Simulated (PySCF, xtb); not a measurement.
C₃H₆O₃, SMILES COC(=O)OC.

Harmonic wavenumbers (cm⁻¹) from GFN2-xTB (xtb) at its own minimum, in rising order: 47, 57, 124, 203, 205, 312, 481, 667, 725, 932, 1009, 1121, 1123, 1125, 1139, 1173, 1210, 1387, 1389, 1440, 1441, 1462, 1463, 1806, 2976, 2977, 2987, 2988, 3047, 3047.

What does PBE-D3(BJ)/def2-SVP in PySCF give at its own minimum? (Estimate from the structure and the level; the computed values follow.)

92, 103, 127, 201, 230, 338, 511, 681, 763, 914, 1012, 1131, 1134, 1135, 1153, 1192, 1288, 1397, 1403, 1404, 1416, 1427, 1437, 1804, 2972, 2973, 3059, 3060, 3107, 3108. Paired by order, the mean absolute difference is 27 cm⁻¹ and the zero-point energies are 57.3 and 58.0 kcal/mol.
